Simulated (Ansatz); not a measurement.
Relaxation of Pt2Au3⁺ with RKS PBE-D4/def2-SVP.

```sh
$ ansatz run in.yaml --threads 4 --pin off --events-out ev --progress --plain --max-ram 4787MiB
```

```yaml
crystal:
  periodic: [false, false, false]
  atoms:
    - {symbol: Pt, position_ang: [-0.638330, 0.333750, 0.915600]}
    - {symbol: Pt, position_ang: [0.602880, -0.121720, -0.990260]}
    - {symbol: Au, position_ang: [-1.350130, -0.519680, 2.910530]}
    - {symbol: Au, position_ang: [1.756890, -1.749550, -2.101550]}
    - {symbol: Au, position_ang: [-0.371310, 2.057190, -0.734320]}
basis:
  gaussian: {orbitals: def2-SVP}
total_charge: 1
hamiltonian: {xc: pbe, dispersion: d4}
scf: {lower_state_search: "off"}
output: {orbitals: {seedname: orbitals}}
relax: {f_tol: 0.02, max_steps: 100}
```

Run time 2.2 min (4 threads of Intel Xeon on a shared host).

Positions (Å) and forces (eV/Å) at steps 1, 2, 3, 4, 5, 6, 7, 8, 9, 10, 11, 12, 13, 14, 15, 16, 18 of 18:

```xyz
5
step=1 energy=-17573.2350 eV
Pt   -0.638    0.334    0.916   -1.091   -0.230   -0.386
Pt    0.603   -0.122   -0.990    1.075    0.416    0.319
Au   -1.350   -0.520    2.911   -0.800   -1.412    3.491
Au    1.757   -1.750   -2.102    1.568   -2.923   -1.941
Au   -0.371    2.057   -0.734   -0.753    4.149   -1.483
5
step=2 energy=-17574.6863 eV
Pt   -0.734    0.330    0.903   -0.928   -0.071   -0.568
Pt    0.694   -0.086   -0.989    0.838    0.582    0.382
Au   -1.378   -0.588    3.086    0.198   -0.232    0.697
Au    1.824   -1.898   -2.200   -0.040   -0.656   -0.377
Au   -0.405    2.242   -0.800   -0.068    0.377   -0.134
5
step=3 energy=-17575.0933 eV
Pt   -0.899    0.286    0.808   -0.244   -0.285   -0.533
Pt    0.852   -0.009   -0.906    0.260    0.193    0.564
Au   -1.310   -0.601    3.134    0.267    0.073   -0.031
Au    1.769   -1.958   -2.221   -0.277   -0.009    0.010
Au   -0.412    2.281   -0.815   -0.005    0.027   -0.009
5
step=4 energy=-17575.3197 eV
Pt   -1.023    0.196    0.684    0.147   -0.241   -0.353
Pt    0.983    0.041   -0.768   -0.105   -0.003    0.441
Au   -1.216   -0.571    3.104    0.183    0.118   -0.219
Au    1.668   -1.947   -2.205   -0.232    0.164    0.118
Au   -0.411    2.281   -0.815    0.007   -0.037    0.013
5
step=5 energy=-17575.4777 eV
Pt   -1.109    0.091    0.544    0.141   -0.156   -0.132
Pt    1.081    0.077   -0.603   -0.100   -0.075    0.215
Au   -1.101   -0.535    3.016    0.102    0.097   -0.199
Au    1.538   -1.902   -2.146   -0.148    0.160    0.106
Au   -0.409    2.269   -0.810    0.005   -0.027    0.010
5
step=6 energy=-17575.5785 eV
Pt   -1.173   -0.031    0.405    0.096   -0.074   -0.039
Pt    1.163    0.093   -0.427   -0.072   -0.059    0.087
Au   -0.990   -0.471    2.912    0.050    0.086   -0.158
Au    1.403   -1.825   -2.092   -0.092    0.143    0.075
Au   -0.403    2.234   -0.798    0.017   -0.096    0.034
5
step=7 energy=-17575.6582 eV
Pt   -1.208   -0.184    0.291    0.142   -0.047    0.050
Pt    1.231    0.064   -0.248   -0.114   -0.109    0.006
Au   -0.922   -0.331    2.833    0.032    0.081   -0.229
Au    1.287   -1.696   -2.109   -0.080    0.190    0.132
Au   -0.387    2.146   -0.767    0.020   -0.114    0.041
5
step=8 energy=-17575.7475 eV
Pt   -1.219   -0.328    0.181    0.115   -0.073    0.050
Pt    1.274    0.030   -0.075   -0.079   -0.119    0.018
Au   -0.844   -0.200    2.711    0.038    0.063   -0.215
Au    1.158   -1.551   -2.086   -0.080    0.166    0.134
Au   -0.369    2.048   -0.732    0.007   -0.038    0.013
5
step=9 energy=-17575.8402 eV
Pt   -1.211   -0.454    0.080   -0.008   -0.044   -0.093
Pt    1.295    0.000    0.082    0.013    0.028    0.098
Au   -0.756   -0.105    2.567    0.070    0.055   -0.105
Au    1.028   -1.420   -2.022   -0.097    0.082    0.056
Au   -0.357    1.979   -0.707    0.022   -0.121    0.043
5
step=10 energy=-17575.9343 eV
Pt   -1.222   -0.552   -0.053   -0.265   -0.219    0.050
Pt    1.323    0.015    0.244    0.318   -0.106    0.070
Au   -0.650   -0.033    2.422    0.084   -0.058   -0.297
Au    0.888   -1.312   -1.941   -0.089    0.114    0.274
Au   -0.339    1.881   -0.673   -0.048    0.269   -0.097
5
step=11 energy=-17576.1023 eV
Pt   -1.331   -0.642   -0.146    0.297    0.271   -0.522
Pt    1.443    0.041    0.361   -0.444    0.420    0.287
Au   -0.547   -0.035    2.252    0.345    0.026   -0.017
Au    0.773   -1.240   -1.795   -0.313   -0.082    0.024
Au   -0.338    1.876   -0.671    0.115   -0.635    0.228
5
step=12 energy=-17575.9585 eV rejected
Pt   -1.380   -0.666   -0.303   -0.878    0.589    0.818
Pt    1.474    0.134    0.495    0.781    0.198   -1.136
Au   -0.409   -0.061    2.116   -1.150   -0.148    1.068
Au    0.642   -1.219   -1.660    1.204   -0.392   -0.838
Au   -0.326    1.811   -0.648    0.043   -0.247    0.087
5
step=13 energy=-17576.1607 eV
Pt   -1.303   -0.581   -0.209   -0.328   -0.381   -0.095
Pt    1.386    0.114    0.378    0.429   -0.117    0.260
Au   -0.507   -0.070    2.263    0.098   -0.073   -0.069
Au    0.752   -1.284   -1.779   -0.089   -0.034    0.122
Au   -0.328    1.821   -0.652   -0.110    0.605   -0.218
5
step=14 energy=-17576.2059 eV
Pt   -1.361   -0.559   -0.247    0.110    0.017    0.030
Pt    1.430    0.172    0.387   -0.105   -0.040   -0.021
Au   -0.467   -0.150    2.228    0.033   -0.050   -0.091
Au    0.735   -1.333   -1.697   -0.026    0.009    0.105
Au   -0.337    1.870   -0.670   -0.012    0.064   -0.023
5
step=15 energy=-17576.2242 eV
Pt   -1.356   -0.493   -0.266    0.025    0.015    0.004
Pt    1.404    0.229    0.361   -0.028    0.001   -0.009
Au   -0.435   -0.260    2.216    0.009   -0.038    0.001
Au    0.738   -1.417   -1.617    0.003   -0.031    0.023
Au   -0.350    1.940   -0.693   -0.010    0.053   -0.019
5
step=16 energy=-17576.2401 eV
Pt   -1.355   -0.400   -0.294    0.025    0.019    0.002
Pt    1.371    0.313    0.325   -0.030    0.005   -0.010
Au   -0.386   -0.421    2.187    0.007   -0.013   -0.015
Au    0.739   -1.532   -1.489   -0.004   -0.002    0.020
Au   -0.368    2.040   -0.728    0.002   -0.010    0.003
5
step=18 energy=-17576.2423 eV
Pt   -1.358   -0.355   -0.308    0.002   -0.003    0.002
Pt    1.358    0.355    0.308   -0.001   -0.004    0.000
Au   -0.358   -0.502    2.158    0.001    0.001   -0.007
Au    0.734   -1.580   -1.414   -0.002    0.005    0.005
Au   -0.376    2.082   -0.744    0.000    0.000    0.000
```

In the def2 sets Au, Pt take a core potential; there is no spin–orbit coupling. The restricted singlet is unstable towards broken spin symmetry in Hartree–Fock (as tested in another run); at PBE-D4/def2-SVP this wasn't settled. Another isomer (singlet) lies 0.04 eV lower at PBE0-D4/def2-TZVP; other spin states weren't run for this one.
